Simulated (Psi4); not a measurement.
CHCl₂F, singlet, at a GFN2-xTB geometry; QCISD(T)/def2-SVP in Psi4.

Psi4 was given this input:
```
memory 2 GB

molecule {
0 1
F    -0.09975657    1.52376514   -0.46190637
C    -0.03256263    0.44836562    0.33744074
Cl    1.48967117   -0.40724182    0.03200189
Cl   -1.42170159   -0.60382484    0.01226244
H    -0.06229788    0.78405318    1.38001924
}

set {
  basis def2-svp
  freeze_core true
}

energy('qcisd(t)')
print_variables()
```

Write the output that Psi4 gives for this input, abridged.


```
   => Loading Basis Set <=

    Name: DEF2-SVP
    Role: ORBITAL
    Keyword: BASIS

         ---------------------------------------------------------
                                   SCF
               by Justin Turney, Rob Parrish, Andy Simmonett
                          and Daniel G. A. Smith
                              RHF Reference
         ---------------------------------------------------------

  ==> Geometry <==

    Molecular point group: c1
    Full point group: C1

    Geometry (in Angstrom), charge = 0, multiplicity = 1:

       Center              X                  Y                   Z               Mass
    ------------   -----------------  -----------------  -----------------  -----------------
         F           -0.100031875955     1.526081715009    -0.444372184998    18.998403162730
         C           -0.032837935955     0.450682195009     0.354974925002    12.000000000000
         CL           1.489395864045    -0.404925244991     0.049536075002    34.968852682000
         CL          -1.421976895955    -0.601508264991     0.029796625002    34.968852682000
         H           -0.062573185955     0.786369755009     1.397553425002     1.007825032230

  Running in c1 symmetry.

  Rotational constants: A =      0.23205  B =      0.10939  C =      0.07794 [cm^-1]
  Rotational constants: A =   6956.81628  B =   3279.37121  C =   2336.46357 [MHz]
  Nuclear repulsion =  210.991851744079952

  Charge       = 0
  Multiplicity = 1
  Electrons    = 50
  Nalpha       = 25
  Nbeta        = 25

  ==> Algorithm <==

  SCF Algorithm Type is PK.
  DIIS enabled.
  MOM disabled.
  Fractional occupation disabled.
  Guess Type is SAD.
  Energy threshold   = 1.00e-08
  Density threshold  = 1.00e-08
  Integral threshold = 1.00e-12

  ==> Primary Basis <==

  Basis Set: DEF2-SVP
    Blend: DEF2-SVP
    Number of shells: 31
    Number of basis functions: 69
    Number of Cartesian functions: 73
    Spherical Harmonics?: true
    Max angular momentum: 2

  ==> Integral Setup <==

  Using in-core PK algorithm.
   Calculation information:
      Number of atoms:                   5
      Number of AO shells:              31
      Number of primitives:             65
      Number of atomic orbitals:        73
      Number of basis functions:        69

      Integral cutoff                 1.00e-12
      Number of threads:                 1

  Performing in-core PK
  Using 5834640 doubles for integral storage.
  We computed 110734 shell quartets total.
  Whereas there are 123256 unique shell quartets.

  ==> DiskJK: Disk-Based J/K Matrices <==

    J tasked:                  Yes
    K tasked:                  Yes
    wK tasked:                  No
    Schwarz Cutoff:          1E-12

  Minimum eigenvalue in the overlap matrix is 8.3098433717E-03.
  Reciprocal condition number of the overlap matrix is 2.0270598869E-03.
    Using symmetric orthogonalization.

  ==> Pre-Iterations <==

  SCF Guess: Superposition of Atomic Densities via on-the-fly atomic UHF (no occupation information).

   -------------------------
    Irrep   Nso     Nmo
   -------------------------
     A         69      69
   -------------------------
    Total      69      69
   -------------------------

  ==> Iterations <==

                        Total Energy        Delta E     RMS |[F,P]|

   @RHF iter SAD: -1056.16397839797582   -1.05616e+03   0.00000e+00
   @RHF iter   1: -1056.38454979465178   -2.20571e-01   5.69211e-03 DIIS/ADIIS
   @RHF iter   2: -1056.43322491132858   -4.86751e-02   3.79142e-03 DIIS/ADIIS
   @RHF iter   3: -1056.46164101476143   -2.84161e-02   4.19318e-04 DIIS/ADIIS
   @RHF iter   4: -1056.46252762541008   -8.86611e-04   8.95396e-05 DIIS
   @RHF iter   5: -1056.46257084233139   -4.32169e-05   3.75466e-05 DIIS
   @RHF iter   6: -1056.46257610059001   -5.25826e-06   8.03146e-06 DIIS
   @RHF iter   7: -1056.46257650431562   -4.03726e-07   1.72660e-06 DIIS
   @RHF iter   8: -1056.46257652152508   -1.72095e-08   3.58446e-07 DIIS
[...]
  @RHF Final Energy: -1056.46257652231111
    Total Energy =                      -1056.4625765223108829
[...]

  Begin singles and doubles quadratic ci iterations

   Iter  DIIS          Energy       d(Energy)          |d(T)|     time
      0   0 1   -0.6211322807   -0.6211322807    0.0179476781        0
      1   1 1   -0.6218211090   -0.0006888283    0.0084936193        0
      2   2 1   -0.6229934518   -0.0011723428    0.0034180675        0
      3   3 1   -0.6234646884   -0.0004712366    0.0019884277        1
      4   4 1   -0.6234065179    0.0000581706    0.0004666124        0
      5   5 1   -0.6233911822    0.0000153357    0.0002262079        0
      6   6 1   -0.6233957410   -0.0000045588    0.0000504037        0
      7   7 1   -0.6233962474   -0.0000005064    0.0000162200        0
      8   8 1   -0.6233961618    0.0000000856    0.0000058185        1
      9   8 2   -0.6233960651    0.0000000967    0.0000020992        0
     10   8 3   -0.6233960582    0.0000000069    0.0000007834        0
     11   8 4   -0.6233960813   -0.0000000231    0.0000003357        0
     12   8 5   -0.6233960789    0.0000000024    0.0000000862        0

  QCISD iterations converged!

        T1 diagnostic:                         0.010339513022
        D1 diagnostic:                         0.028993368117

        OS MP2 correlation energy:            -0.432199981354
        SS MP2 correlation energy:            -0.157866283525
        MP2 correlation energy:               -0.590066264879
      * MP2 total energy:                  -1057.052642787190

        OS MP2.5 correlation energy:          -0.449560117799
        SS MP2.5 correlation energy:          -0.153562259570
        MP2.5 correlation energy:             -0.603122377369
      * MP2.5 total energy:                -1057.065698899680

        OS MP3 correlation energy:            -0.466920254244
        SS MP3 correlation energy:            -0.149258235615
        MP3 correlation energy:               -0.616178489858
      * MP3 total energy:                  -1057.078755012169

        OS MP4(SDQ) correlation energy:       -0.476236900527
        SS MP4(SDQ) correlation energy:       -0.141555924698
        MP4(SDQ) correlation energy:          -0.623389823588
      * MP4(SDQ) total energy:             -1057.085966345899

        OS QCISD correlation energy:          -0.477855924040
        SS QCISD correlation energy:          -0.145540154864
        QCISD correlation energy:             -0.623396078904
      * QCISD total energy:                -1057.085972601215

  Total time for QCISD iterations:       1.70 s (user)
                                         0.69 s (system)
                                            2 s (total)

  Time per iteration:                    0.13 s (user)
                                         0.05 s (system)
                                         0.17 s (total)

        ==> Resort (ov|vv) integrals for low-memory (T) computation <==

        *******************************************************
        *                                                     *
        *                     QCISD(T)                        *
        *                                                     *
        *******************************************************

        Using low-memory algorithm.

        num_threads:                      1
        memory requirements:        5.82 mb

        Number of abc combinations: 15180

        Computing (T) correction...

        % complete  total time
              10.0
              20.0
              30.0
              40.0
              50.0
              60.0
              70.0
              80.0
              90.0

        (T) energy                             -0.013698669905

        QCISD(T) correlation energy            -0.637094748809
      * QCISD(T) total energy               -1057.099671271121

  Variable Map:
  ----------------------------------------------------------------------------
[...]
  Array Variable Map:
  ----------------------------------------------------------------------------
[...]
[...]
```
